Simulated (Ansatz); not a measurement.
C₆H₁₂O, SMILES `CCCCCC=O`, one more setting.

```yaml
crystal:
  periodic: [false, false, false]
  atoms:
    - {symbol: C, position_ang: [2.693313, -0.783981, -0.455335]}
    - {symbol: C, position_ang: [1.209625, -1.070079, -0.606590]}
    - {symbol: C, position_ang: [0.336337, -0.095328, 0.165010]}
    - {symbol: C, position_ang: [-1.149724, -0.380176, 0.020794]}
    - {symbol: C, position_ang: [-2.023652, 0.595291, 0.803006]}
    - {symbol: C, position_ang: [-1.940129, 1.985997, 0.250580]}
    - {symbol: O, position_ang: [-1.727262, 2.977824, 0.891317]}
    - {symbol: H, position_ang: [2.939593, 0.218745, -0.815401]}
    - {symbol: H, position_ang: [3.000346, -0.840827, 0.592671]}
    - {symbol: H, position_ang: [3.299291, -1.497336, -1.018228]}
    - {symbol: H, position_ang: [0.934229, -1.038644, -1.667229]}
    - {symbol: H, position_ang: [0.994172, -2.090692, -0.269149]}
    - {symbol: H, position_ang: [0.551938, 0.927313, -0.169641]}
    - {symbol: H, position_ang: [0.607923, -0.122471, 1.227447]}
    - {symbol: H, position_ang: [-1.428618, -0.347082, -1.039785]}
    - {symbol: H, position_ang: [-1.363531, -1.399577, 0.356747]}
    - {symbol: H, position_ang: [-1.761438, 0.620026, 1.863343]}
    - {symbol: H, position_ang: [-3.074913, 0.288816, 0.722137]}
    - {symbol: H, position_ang: [-2.097503, 2.052180, -0.851704]}
basis:
  gaussian: {orbitals: "6-311G**"}
hamiltonian: {xc: {name: wPBEh}}
output: {forces: true}
```

```sh
$ ansatz run in.yaml --threads 2 --pin off --events-out ev --progress --plain --max-ram 20480MiB --backend cpu
```

Shortened log:

```
Error: <dir> can't be read: No such file or directory (os error 2)
```
